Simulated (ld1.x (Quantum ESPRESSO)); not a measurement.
## u(r) = r·R(r): atom against pseudo-atom (zinc)

Columns: radius, all-electron u(r) and pseudo u(r) of the 4s shell (level -9.84 eV) of zinc in the configuration [Ar] 3d10 4s1.5 4p0; PBE, scalar-relativistic, RRKJ scheme, ld1.x (Quantum ESPRESSO) 7.5.

| r (bohr) | all-electron | pseudo |
| --- | --- | --- |
| 0.138 | -0.1738 | -0.0132 |
| 0.275 | 0.0120 | -0.0295 |
| 0.413 | 0.2487 | -0.0528 |
| 0.550 | 0.2870 | -0.0864 |
| 0.688 | 0.1843 | -0.1339 |
| 0.825 | 0.0249 | -0.1959 |
| 0.963 | -0.1425 | -0.2719 |
| 1.100 | -0.2918 | -0.3562 |
| 1.238 | -0.4164 | -0.4427 |
| 1.375 | -0.5130 | -0.5221 |
| 1.513 | -0.5851 | -0.5886 |
| 1.650 | -0.6348 | -0.6372 |
| 1.788 | -0.6661 | -0.6680 |
| 1.925 | -0.6819 | -0.6828 |
| 2.062 | -0.6854 | -0.6855 |
| 2.200 | -0.6788 | -0.6788 |
| 2.338 | -0.6645 | -0.6645 |
| 2.475 | -0.6443 | -0.6443 |
| 2.613 | -0.6195 | -0.6195 |
| 2.750 | -0.5919 | -0.5919 |
| 2.888 | -0.5619 | -0.5619 |
| 3.025 | -0.5310 | -0.5310 |
| 3.162 | -0.4996 | -0.4996 |
| 3.300 | -0.4681 | -0.4681 |
| 3.438 | -0.4372 | -0.4372 |
| 3.575 | -0.4072 | -0.4072 |

Task: How many radial nodes do the two functions have?

Result: The all-electron 4s function has n − l − 1 = 3 (the table is too coarse to show those close to the nucleus); the pseudo-wave has 0, since the states of the same l below it are removed with the core.

Task: At about which radius was the pseudo-wave matched?

Result: 2.15 bohr, where the columns begin to agree (steps of 0.14 bohr).

Task: Where does each function peak?

Result: Outermost all-electron maximum near 2.06 bohr, pseudo maximum near 2.06 bohr (to the table’s step).

Task: Is the pseudo-wave norm-conserving?

Result: Yes: the RRKJ scheme keeps the norm inside the radius equal to the all-electron one, which fixes the energy derivative of the logarithmic derivative at the level.
